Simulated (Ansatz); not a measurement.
Single points on the cluster PbF₂⁺.

```yaml
crystal:
  periodic: [false, false, false]
  atoms:
    - {symbol: Pb, position_ang: [0.827049, -0.244668, 0.279264]}
    - {symbol: F, position_ang: [-0.845950, 0.307311, 1.303194]}
    - {symbol: F, position_ang: [0.018901, -0.062643, -1.582448]}
basis:
  gaussian: {orbitals: def2-TZVP, initial_orbitals: start.molden}
total_charge: 1
magnetization: {spin_polarized: true, initial_magnetization: 1}
hamiltonian: {xc: r2scan, dispersion: d4}
scf: {omitted_lower_state_checks: [starts]}
output: {orbitals: {seedname: orbitals}}
```

The file start.molden holds the orbitals of an earlier run on this structure, at another level or in another basis.

```sh
$ ansatz run in.yaml --threads 4 --pin off --events-out ev --progress --plain --max-ram 3916MiB
```

It prints (some lines left out):

```
Functional definition: r2SCAN
694 factors; their error is unknown
mean field evaluation 1: about -10675.7189 eV, gradient 3.6e0 eV
mean field evaluation 2: about -10675.7573 eV, gradient 6.8e-2 eV
mean field evaluation 4: about -10675.7607 eV, gradient 1.1e-3 eV
mean field evaluation 8: about -10675.7607 eV, gradient 6.5e-5 eV
mean field -10675.76070813 eV, -392.3269697334 hartree, gradient 1.2e-5 eV, S^2 0.759591; 0 other end points of the search recorded, 0 dependent functions left out
reference -10675.76071760 eV, -392.3269700812 hartree; 20, 19 occupied and 92, 93 virtual orbitals, 694 factors
Total energy: -10675.76818715 eV, -392.3272445823 hartree
Checks for a lower state left out: starts
```

It took 3.1 s on 4 threads of Arm Neoverse V1 on a shared host.

The first input with `gaussian: {orbitals: def2-TZVP}`, `hamiltonian: {xc: pbe0, dispersion: d4}` and without the key `scf` (abridged; 2.4 s):

```
Functional definition: PBE0
mean field evaluation 16: about -10670.0656 eV, gradient 3.0e-3 eV
mean field evaluation 32: about -10670.0360 eV, gradient 2.6e0 eV
mean field -10670.06557342 eV, -392.1176773932 hartree, gradient 3.6e-5 eV, S^2 0.766366; 5 other end points of the search recorded, 0 dependent functions left out
Total energy: -10670.09644307 eV, -392.1188118317 hartree
```

First input, but with `gaussian: {orbitals: def2-TZVPP, initial_orbitals: start.molden}`, `correlation: {method: ccsd_t}`, `scf: {omitted_lower_state_checks: [starts, cluster_reference]}` and without the key `hamiltonian` (abridged; 18 s):

```
Functional definition: HF
mean field -10625.28386951 eV, -390.4719801285 hartree, gradient 2.8e-6 eV, S^2 0.805706
6 core orbitals not correlated: weight in the atoms' cores, before any rotation towards them, 1.000 or more for the frozen orbitals, at most 0.000 for the correlated occupied ones
second order -22.90526319 eV of doubles, -0.00000000 eV of singles
cycle   1  -21.70515745 eV  change     1.2e0 eV  update   1.5e-1
cycle   2  -22.28273280 eV  change   -5.8e-1 eV  update   6.7e-2
cycle   3  -22.47166481 eV  change   -1.9e-1 eV  update   5.7e-2
cycle   4  -22.56018136 eV  change   -8.9e-2 eV  update   4.0e-2
cycle   5  -22.58592136 eV  change   -2.6e-2 eV  update   3.1e-2
cycle   6  -22.66821293 eV  change   -8.2e-2 eV  update   2.1e-2
cycle   7  -22.70932324 eV  change   -4.1e-2 eV  update   1.2e-2
cycle   8  -22.72010191 eV  change   -1.1e-2 eV  update   5.9e-3
cycle   9  -22.72061965 eV  change   -5.2e-4 eV  update   2.8e-3
cycle  10  -22.72629103 eV  change   -5.7e-3 eV  update   1.8e-3
[...]
cycle  15  -22.72312386 eV  change   -3.2e-4 eV  update   2.2e-4
cycle  16  -22.72316988 eV  change   -4.6e-5 eV  update   1.6e-4
cycle  17  -22.72308085 eV  change    8.9e-5 eV  update   1.1e-4
cycle  18  -22.72307614 eV  change    4.7e-6 eV  update   7.9e-5
cycle  19  -22.72310269 eV  change   -2.7e-5 eV  update   6.8e-5
cycle  20  -22.72317862 eV  change   -7.6e-5 eV  update   5.6e-5
cycle  21  -22.72324106 eV  change   -6.2e-5 eV  update   4.0e-5
cycle  22  -22.72324506 eV  change   -4.0e-6 eV  update   2.4e-5
cycle  23  -22.72322235 eV  change    2.3e-5 eV  update   1.4e-5
cycle  24  -22.72320779 eV  change    1.5e-5 eV  update   7.8e-6
cycle  25  -22.72320189 eV  change    5.9e-6 eV  update   5.2e-6
perturbative correction -0.72292325 eV, -0.0265669393 hartree
Total energy: -10648.72999465 eV, -391.3336093348 hartree
Checks for a lower state left out: starts, cluster_reference
```

As the first input, with `hamiltonian: {xc: pbe, dispersion: d4}` (abridged; 1.1 s):

```
Functional definition: PBE
mean field -10671.55494491 eV, -392.1724107857 hartree, gradient 2.1e-5 eV, S^2 0.753736
Total energy: -10671.59194560 eV, -392.1737705361 hartree
Checks for a lower state left out: starts
```

Geometry: PBE0-D4/def2-TZVP, that of the neutral singlet.

In the def2 sets Pb takes a core potential; there is no spin–orbit coupling. Correlated methods freeze 6 core orbitals; core or outer-core shells of Pb are correlated, in sets that lack core-valence functions. At CCSD(T)/def2-TZVPP T1 of the charge 1 doublet is large (up to 0.059), so the single-reference result is doubtful. The structure comes from a short search, and lower isomers may exist.
